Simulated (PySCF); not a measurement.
Species: C₆H₅NO₂.
Structure used (PBE0-D3(BJ)/def2-SVP), in Å, numbered top down from 1:
```xyz
14
C6H5NO2 angstrom
O      2.6842    0.6855   -0.2757
C      2.5759   -0.4669    0.0206
O      1.4489   -1.1590    0.2307
C      0.1651   -0.6617    0.1514
C     -0.1530    0.6397   -0.2524
C     -1.5041    0.9725   -0.2878
C     -2.4613    0.0272    0.0710
C     -2.0124   -1.2340    0.4568
N     -0.7274   -1.5682    0.4949
H      3.4270   -1.1608    0.1746
H      0.6267    1.3487   -0.5186
H     -1.8016    1.9772   -0.5977
H     -3.5279    0.2580    0.0533
H     -2.7246   -2.0136    0.7495
```

All values: PBE0/pcSseg-1 and PBE0/def2-SVPD (PySCF, non-relativistic), on one gas-phase PBE0-D3(BJ)/def2-SVP geometry that isn't relaxed in the solvent. The solvent is an IEF-PCM continuum (cavity from Bondi-type radii × 1.2). Specific hydrogen bonds and non-electrostatic terms are outside this model.

Gas phase at PBE0/pcSseg-1: HOMO -7.64 eV, LUMO -1.14 eV, dipole 1.74 D.

Problem. What does the continuum do to the energy, the frontier levels and the dipole at PBE0/pcSseg-1 in cyclohexane and water?

Solution. 
```tsv
solvent	ε	E(solvent) − E(gas) (kcal/mol)	polarisation term (kcal/mol)	distortion of the solute (kcal/mol)	HOMO (eV)	LUMO (eV)	dipole (D)
cyclohexane	2.017	-2.77	-2.93	0.16	-7.60	-1.11	1.96
water	78.36	-7.25	-8.42	1.17	-7.59	-1.10	2.35
```

Polarisation term: ½ Σ q·V over the induced surface charges. Distortion: the rise of the solute's own energy as its density leaves the gas-phase optimum. From cyclohexane to water the lowering changes by a factor 2.62, Onsager's factor (ε − 1)/(2ε + 1) by 2.43 and ε itself by 38.9.

Problem. Which radius a makes the point-dipole formula ΔE = −[(ε − 1)/(2ε + 1)]·μ²/a³ give the value in water, with the gas-phase dipole?

Solution. μ = 0.685 au and |ΔE| = 0.01156 Eh give a = 1.43 Å; the farthest nucleus lies 3.84 Å from the centroid of the nuclei, so such a sphere wouldn't even hold the nuclei. The formula assumes a rigid point dipole at the centre of a sphere.

Problem. Give the dipole vector in the frame of the coordinates (D, pointing from negative to positive charge), gas and water.

Solution. Gas (-1.60, 0.63, -0.23), solvent (-2.10, 1.00, -0.35). Its length changes by +35 % and its direction by 4°.

Problem. Which IAO charges (PBE0/pcSseg-1) respond most in cyclohexane (means over atoms taken as equivalent)?

Solution. 
```json
{"atoms": "N9", "environment": "pyridine-type nitrogen", "gas (e)": "-0.278", "solvent (e)": "-0.292", "change": "-0.014"}
{"atoms": "O1", "environment": "ester carbonyl oxygen", "gas (e)": "-0.429", "solvent (e)": "-0.440", "change": "-0.011"}
{"atoms": "H10", "environment": "formyl hydrogen", "gas (e)": "+0.138", "solvent (e)": "+0.146", "change": "+0.008"}
{"atoms": "H12", "environment": "aromatic hydrogen", "gas (e)": "+0.163", "solvent (e)": "+0.169", "change": "+0.006"}
{"atoms": "H13", "environment": "aromatic hydrogen", "gas (e)": "+0.161", "solvent (e)": "+0.167", "change": "+0.006"}
{"atoms": "H14", "environment": "aromatic hydrogen", "gas (e)": "+0.159", "solvent (e)": "+0.164", "change": "+0.005"}
{"atoms": "C2", "environment": "ester carbonyl carbon", "gas (e)": "+0.404", "solvent (e)": "+0.407", "change": "+0.003"}
{"atoms": "O3", "environment": "ester single-bonded oxygen", "gas (e)": "-0.295", "solvent (e)": "-0.297", "change": "-0.002"}
{"atoms": "C8", "environment": "aromatic CH next to a ring nitrogen", "gas (e)": "-0.003", "solvent (e)": "-0.004", "change": "-0.001"}
{"atoms": "C6", "environment": "aromatic CH carbon", "gas (e)": "-0.111", "solvent (e)": "-0.110", "change": "+0.001"}
{"atoms": "C4", "environment": "aromatic carbon bearing oxygen", "gas (e)": "+0.303", "solvent (e)": "+0.302", "change": "-0.001"}
{"atoms": "C5", "environment": "aromatic CH carbon", "gas (e)": "-0.212", "solvent (e)": "-0.213", "change": "-0.001"}
```

Problem. How do the nuclear quadrupole coupling constants eQVzz/h respond in cyclohexane?

Solution. 
| nucleus | Q (barn) | gas (MHz) | solvent (MHz) | η gas | η solvent |
| --- | --- | --- | --- | --- | --- |
| 17O at O1 | -0.0256 | 10.04 | 9.99 | 0.30 | 0.28 |
| 17O at O3 | -0.0256 | -10.11 | -10.08 | 0.04 | 0.05 |
| 14N at N9 | 0.02044 | -5.17 | -5.09 | 0.24 | 0.23 |

Gas phase at PBE0/def2-SVPD: HOMO -7.65 eV, LUMO -1.24 eV, dipole 1.79 D.

Problem. What does the continuum do to the energy, the frontier levels and the dipole at PBE0/def2-SVPD in cyclohexane and water?

Solution. 
```json
{"solvent": "cyclohexane", "ε": "2.017", "E(solvent) − E(gas) (kcal/mol)": "-2.57", "polarisation term (kcal/mol)": "-2.75", "distortion of the solute (kcal/mol)": "0.18", "HOMO (eV)": "-7.61", "LUMO (eV)": "-1.20", "dipole (D)": "2.04"}
{"solvent": "water", "ε": "78.36", "E(solvent) − E(gas) (kcal/mol)": "-6.83", "polarisation term (kcal/mol)": "-8.13", "distortion of the solute (kcal/mol)": "1.30", "HOMO (eV)": "-7.59", "LUMO (eV)": "-1.20", "dipole (D)": "2.49"}
```

Problem. How does the static polarisability (PBE0/def2-SVPD, frozen core, with the continuum's full static response) change?

Solution. 
```json
{"medium": "gas", "isotropic (au)": "82.2", "principal values (au)": "47.6, 85.4, 113.7", "⟨r²⟩ of the electrons (bohr²)": "1155.1"}
{"medium": "cyclohexane", "isotropic (au)": "92.8", "principal values (au)": "52.5, 97.9, 128.1", "⟨r²⟩ of the electrons (bohr²)": "1154.4"}
{"medium": "water", "isotropic (au)": "112.9", "principal values (au)": "65.1, 122.6, 151.1", "⟨r²⟩ of the electrons (bohr²)": "1153.3"}
```

The isotropic value in water is 1.37 times the gas-phase one; no cavity-field correction is applied. ⟨r²⟩ is taken about the centre of nuclear charge.
